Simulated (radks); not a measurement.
Values are calculated unless marked as measured or tabulated.
Problem. All-electron atom: the molybdenum ion Mo2+ in [Kr] 4d3 5s1 (not the ground configuration). Code: a radial shooting solver on a logarithmic mesh with Libxc functionals. Model: scalar-relativistic Kohn-Sham, PBE, spin-unpolarised, spherical densities, finite nucleus; Fermi nuclear charge, rms radius 4.4091 fm. Some entries of the table are withheld. Estimate them.

| orbital | occ. | eigenvalue (eV) | <r^2> (bohr^2) | <1/r> (bohr^-1) |
|---|---|---|---|---|
| 1s | 2 | -19844.92 | 0.001669 | 43.55 |
| 2s | 2 | -2822.768 | 0.02785 | (1) |
| 2p | 6 | -2525.959 | 0.02192 | 9.532 |
| 3s | 2 | (2) | 0.2107 | 3.366 |
| 3p | 6 | -402.2885 | 0.2157 | 3.201 |
| 3d | 10 | -244.0540 | 0.2073 | (3) |
| 4s | 2 | -86.7084 | (4) | 1.240 |
| 4p | 6 | (5) | 1.689 | 1.104 |
| 4d | 3 | (6) | 3.257 | 0.7981 |
| 5s | 1 | -19.1946 | 9.130 | 0.4529 |

Solution. 
(1) 2s <1/r> (bohr^-1): 9.805
(2) 3s eigenvalue (eV): -499.5639
(3) 3d <1/r> (bohr^-1): 2.969
(4) 4s <r^2> (bohr^2): 1.365
(5) 4p eigenvalue (eV): -60.4841
(6) 4d eigenvalue (eV): -23.7696
